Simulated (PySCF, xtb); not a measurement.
H4NO3Ta, SMILES [NH2][Ta](=[O])([OH])[OH], multiplicity 1. The values are those of a single conformer.

Harmonic wavenumbers (cm⁻¹) from GFN2-xTB run with xtb 6.7.1 at its own minimum, in rising order: 119, 123, 140, 147, 179, 256, 336, 348, 357, 387, 417, 478, 505, 515, 591, 778, 1515, 3397, 3434, 3643, 3647.

### Question
What does PBE-D3(BJ)/def2-SVP (PySCF 2.14.0) give at its own minimum? (Estimate from the structure and the level; the computed values follow.)

### Answer
168, 171, 175, 181, 205, 310, 326, 341, 432, 481, 486, 574, 662, 685, 692, 957, 1462, 3472, 3569, 3791, 3794. Paired by order, the mean absolute difference is 84 cm⁻¹ and the zero-point energies are 30.5 and 32.8 kcal/mol.
